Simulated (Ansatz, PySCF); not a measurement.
Caution: the highest occupied level lies above zero, a sign of self-interaction error and of too few diffuse functions. Caution: the restricted solution is unstable towards spin-unrestricted or complex orbitals, so a lower solution exists and this singlet may not be the ground state. This singlet lies within 0.05 eV of the relaxed triplet at the level frozen-core CCSD(T)/aug-cc-pVTZ // PBE-D3(BJ)/def2-SVPD (Ansatz, a first-principles code).

Cartesian coordinates (Å):
```xyz
5

B     -1.2553     0.3968    -0.0583
C      0.0956    -0.0422    -0.2046
C      1.3443    -0.4355    -0.2994
H     -2.2015     0.4447    -0.8166
H      2.0169    -0.3639     0.5877
```
Charge -1, spin multiplicity 1.

Problem. Predict the total energy and HOMO from PBE-D3(BJ)/def2-TZVPD // PBE-D3(BJ)/def2-SVPD in PySCF 2.14.0.

Solution. 
- total energy: -102.0284 Ha
- HOMO: 1.44 eV
